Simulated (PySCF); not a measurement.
# CH6BNSi

CH6BNSi is a carbene (divalent C1, bonded to 1 B + 1 N), neutral, singlet. The structure, one conformer, was relaxed in the gas phase by PBE0-D3(BJ)/def2-SVP. No frequency run checks that it is a minimum.

SMILES: N[C]B[SiH3]

```xyz
10

C    -1.099   -0.208   -0.147
N    -1.993   -0.155    0.771
B    -0.047   -0.237   -1.063
Si    1.658    0.236   -0.112
H    -2.242   -0.964    1.342
H    -2.507    0.700    0.988
H    -0.125   -0.499   -2.236
H     2.306    1.455   -0.699
H     1.425    0.522    1.343
H     2.665   -0.874   -0.183
```
(Å; atoms numbered from 1)

Shieldings: GIAO PBE0/pcSseg-2. Shifts are against computed references at the same level: C TMS (σ 184.1 ppm), H TMS (σ 31.24 ppm), Si TMS (σ 341.3 ppm). Core levels by delta-SCF with SCAN, pcX-2 on the ionised atom and pcseg-1 elsewhere, spin-free X2C (2p3/2 is the spin-free 2p value less a third of a first-order spin-orbit splitting); from the vacuum level, for chosen atoms.

**Question.** Give the shieldings and core levels atom by atom.

**Answer.** 
```tsv
atoms	bonded to	σ (ppm)	δ (ppm)	core level (eV)
C1	1 B + 1 N	-102.2	286.3	1s 290.97
N2	1 C + 2 H	128.6	-	1s 407.28
B3	1 C + 1 Si + 1 H	113.9	-	-
Si4	1 B + 3 H	430.0	-88.7	2p3/2 105.90
H5 H6	1 N	23.94	7.31	-
H7	1 B	27.07	4.18	-
H8 H9 H10	1 Si	27.46	3.79	-
```

Values are those of this one static structure, with the three H of a rotating XH3 group averaged; atoms that internal rotation interchanges would show their mean in an NMR spectrum.

The core-hole state of C1 is spin-contaminated (⟨S²⟩ 0.81 against 0.75 for a pure doublet), so that value and differences from it are less sure.

Core levels of B3 are left out, their hole states being strongly spin-contaminated.

**Question.** By CAM-B3LYP/def2-SVPD (TDDFT singlets, Tamm-Dancoff triplets, ionisation by delta-SCF), where does absorption start, and what does vertical ionisation take?

**Answer.** The lowest singlet lies at 3.56 eV (f 0.001), the strongest of the first 6 at 7.05 eV (f 0.798), the lowest triplet at 2.95 eV; vertical ionisation takes 8.59 eV.

The 3 runs behind this took 98 s in all, one thread each of Arm Neoverse N1 on a shared host, launched as `OMP_NUM_THREADS=1 python cluster_run.py task.json out`.
